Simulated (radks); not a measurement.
Task: The table gives one normalised radial function P(r) = r R(r) (large component) of Rb in [Kr] 5p1 (r in bohr). Calculated with a radial shooting solver on a logarithmic mesh with Libxc functionals: Dirac Kohn-Sham, PBE, spin-unpolarised, spherical densities, finite nucleus; open shells fill j = l - 1/2 first; Fermi nuclear charge, rms radius 4.2036 fm.

| r | P |
|---|---|
| 0.005471 | 0.0013 |
| 0.007475 | 0.0022 |
| 0.01021 | 0.0037 |
| 0.01395 | 0.0062 |
| 0.01891 | 0.0099 |
| 0.02583 | 0.0158 |
| 0.03529 | 0.0239 |
| 0.04821 | 0.0340 |
| 0.06586 | 0.0439 |
| 0.08926 | 0.0483 |
| 0.1219 | 0.0402 |
| 0.1666 | 0.0127 |
| 0.2276 | -0.0308 |
| 0.3084 | -0.0690 |
| 0.4214 | -0.0721 |
| 0.5757 | -0.0201 |
| 0.7865 | 0.0669 |
| 1.066 | 0.1336 |
| 1.456 | 0.1298 |
| 1.989 | 0.0345 |
| 2.718 | -0.1189 |
| 3.683 | -0.2695 |
| 5.032 | -0.3798 |
| 6.874 | -0.4004 |
| 9.391 | -0.2870 |
| 12.73 | -0.1357 |
| 17.39 | -0.0375 |
| 23.75 | -0.0053 |

Which n and l does it have? It may be an empty orbital.

Result: n = 5, l = 1: the number of nodes gives n - l - 1 = 3, the rise at small r points to l (for j = l - 1/2 the large component starts outside the nucleus as r^gamma with gamma = sqrt(l^2 - (Z/c)^2) = 0.96 and the r^(l+1) term takes over further out; the orbital of l - 1 with the same j starts with the same power, but with a larger coefficient, and does not steepen), and the extent must fit the shell. The curve is that of 5p1/2; the two j differ most near the nucleus, where j = l - 1/2 has the larger amplitude, and in heavy atoms j = l - 1/2 is also the more compact. 5p1/2: eigenvalue -1.351 eV, 3 radial nodes at r = 0.184, 0.622, 2.15 bohr, <r> = 7.15 bohr, 90 % of the charge inside 10.6 bohr.
